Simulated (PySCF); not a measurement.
Ionisation energy along the 17-electron series

Calculated with PySCF 2.14 and a two-component X2C-1e Hamiltonian (Gaussian nucleus, no Breit or QED terms), each ion in its own even-tempered basis scaled to its charge; GMP2 freezes 1s2 and drops the highest virtual spinors. Values in eV. NIST values: (m) measured, (s) semi-empirical, (t) theoretical.

```json
{"ion": "Tl⁶⁴⁺", "configuration": "[Ne] 3s2 3p5", "GHF (spin-free)": "7438.0", "GMP2 (spin-free)": "7439.2", "GHF (screened spin-orbit)": "7285.8", "GMP2 (screened spin-orbit)": "7287.0", "NIST": "7281 ± 24 (t)"}
{"ion": "Bi⁶⁶⁺", "configuration": "[Ne] 3s2 3p5", "GHF (spin-free)": "7896.7", "GMP2 (spin-free)": "7898.0", "GHF (screened spin-orbit)": "7726.3", "GMP2 (screened spin-orbit)": "7727.6", "NIST": "7720 ± 40 (t)"}
```

Q: Fill in the row of Pb⁶⁵⁺.

A: configuration: [Ne] 3s2 3p5; GHF (spin-free): 7665.4; GMP2 (spin-free): 7666.7; GHF (screened spin-orbit): 7504.4; GMP2 (screened spin-orbit): 7505.6; NIST: 7500 ± 30 (t).
